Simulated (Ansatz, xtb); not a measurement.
**Isomers of CH3FOSi in order of energy**

4 gas-phase structures of CH3FOSi, found in a search over its isomers (lower ones may exist). Each was relaxed with GFN2-xTB:

A. `F[Si@@H]1CO1`, a singlet
B. `O=[SiH]CF`, a singlet
C. `C[Si](=O)F`, a singlet
D. `CO[Si]F`, a singlet

Task: Estimate their order in r2SCAN-D4/def2-SVP energy at these geometries, lowest first.

Result: Calculated order at r2SCAN-D4/def2-SVP: C (0.000), D (0.450), A (1.139), B (2.697) eV.

Energies above the lowest of each column, in eV; the last columns are at B3LYP/6-31G* geometries and were run for some of them only (a dash: not run or not comparable):

| structure | GFN2-xTB | HF/STO-3G | r2SCAN-D4/def2-SVP | B3LYP/6-31G* | CCSD(T)/def2-TZVP |
| --- | --- | --- | --- | --- | --- |
| C | 0.000 | 1.457 | 0.000 | 0.000 | 0.000 |
| D | 1.225 | 0.000 | 0.450 | 0.288 | 0.557 |
| A | 1.739 | 1.244 | 1.139 | 1.160 | 1.223 |
| B | 1.728 | 2.704 | 2.697 | – | – |

CCSD(T)/def2-TZVP puts C lowest of those it was run on; HF/STO-3G picks D. Flexible structures stand in one conformer each, not always the lowest. Frequencies (B3LYP/6-31G*) were run for A, C, D alone.

Over these structures GFN2-xTB departs from r2SCAN-D4/def2-SVP by 0.586 eV on average once a common shift is removed. A GFN2-xTB relaxation took about 0.26 s and the r2SCAN-D4/def2-SVP energy about 4.7 s on a shared host (Ansatz 0.2.0, xtb 6.7.1 (Pople sets with spherical d functions)).
